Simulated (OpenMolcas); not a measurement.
Pd2+ in LiF: curves along the breathing mode

Pd2+ with its 6 nearest fluoride ions, on the Li site of LiF (a = 4.028 Å, distance in the model lattice 2.014 Å). The rest of the host is ab initio model potentials to 7.6 Å and point charges beyond; the distance is set by hand and nothing relaxes, and no local charge compensation is placed. Ligand basis ANO-RCC-VDZP.

```json
{
 "Program": "OpenMolcas 26.06",
 "Method": "SS-CASPT2, IPEA 0.25 Eh, imaginary shift 0.1 Eh (closed shells correlated: 4s 4p and the ligand valence shells)",
 "Basis": "ANO-RCC-VDZP [6s5p3d1f]",
 "Scalar Hamiltonian": "DKH2, point nucleus",
 "Active space": "8 electrons in 5 orbitals (4d)",
 "State averaging": "2S+1 = 3 even, 10 roots; 2S+1 = 1 even, 15 roots",
 "Spin-orbit coupling": "state interaction with AMFI integrals over the reference wave functions"
}
```

Spin-free energies (labels of O, the rotations of Oh) in cm-1 above the lowest fitted minimum, as all ligands move together:

| R (Å) | 3A2 | 1E | 1A1 | 3T2 | 3T1 | 1T2 | 1T1 |
| --- | --- | --- | --- | --- | --- | --- | --- |
| 1.976 | 190 | 9450 | 19150 | 25540 | 32800 | 35010 | 38320 |
| 2.022 | 580 | 9710 | 19280 | 23810 | 30980 | 33270 | 36790 |
| 2.069 | 4030 | 13040 | 22420 | 25440 | 32450 | 34810 | 38310 |
| 2.115 | 10070 | 18900 | 28110 | 29880 | 36810 | 39220 | 42820 |
| 2.162 | 18750 | 27360 | 36380 | 37220 | 44040 | 46470 | 50050 |
| 2.208 | 29590 | 38000 | 46770 | 46990 | 53640 | 56070 | 59700 |
| 2.255 | 43020 | 51090 | 59670 | 59470 | 66020 | 68400 | 71850 |

Cubic fits give the following; the wavenumber is harmonic, with the mass of all moving ligands, small differences in it between states hang on the degree of the fit, a number in brackets counts states of one label, and the table is a selection of at most 14 states with clean curves.

```
 State  R0 (Å)  Breathing mode (cm-1)  Minimum (cm-1)
   3A2   1.992                    640               0
    1E   1.994                    639            9220
   1A1   1.996                    635           18860
   3T2   2.023                    659           23870
   3T1   2.024                    658           31020
   1T2   2.023                    657           33310
   1T1   2.022                    655           36770
3T1(2)   2.049                    675           49130
 1E(2)   2.048                    675           58220
1T2(2)   2.048                    674           58330
1A1(2)   2.047                    671           72950
```

The minimum of 3T2 is shifted by +0.0312 Å against 3A2 (from the unrounded fits). With M = 114.0 u for the moving shell, the Huang-Rhys factor in this mode is S = M ω ΔR² / 2ħ = 0.01483 × 114.0 × 640 × 0.0312² = 1.05. Only the first shell moves, against a rigid host.

Roots that are degenerate in the reference are averaged as groups; the widest CASPT2 spread within a group is 370 cm-1 (the 3-fold group of multiplicity 1 near 28800 cm-1 above the lowest state of its run, R = 2.255). Shifts and gaps below about the spread of the groups concerned are not significant. Over all roots computed the reference weight is 0.73 to 0.74 in R = 1.976, 0.73 to 0.74 in R = 2.022, 0.73 to 0.74 in R = 2.069, 0.73 to 0.74 in R = 2.115, 0.73 to 0.74 in R = 2.162, 0.72 to 0.74 in R = 2.208, 0.72 to 0.74 in R = 2.255; a low but even weight reflects the number of correlated electrons. Real 4d8 and 5d8 ions are as a rule square planar and diamagnetic. Ligand-to-metal charge-transfer states are missing. With no ligand orbital active B as a rule stays too high, so bands that hang on it stand too high and its fall with covalency is understated. With one d shell and no ligand orbital active, 10Dq can be off by a tenth or more. The least metal-like active orbital is 84 % on the metal (Löwdin) and no ligand orbital is active, so the numbers are rough (holds for R = 1.976; R = 2.022). The least metal-like active orbital is 85 % on the metal (Löwdin) and no ligand orbital is active, so the numbers are rough (holds for R = 2.069). No measured value stands beside these numbers.
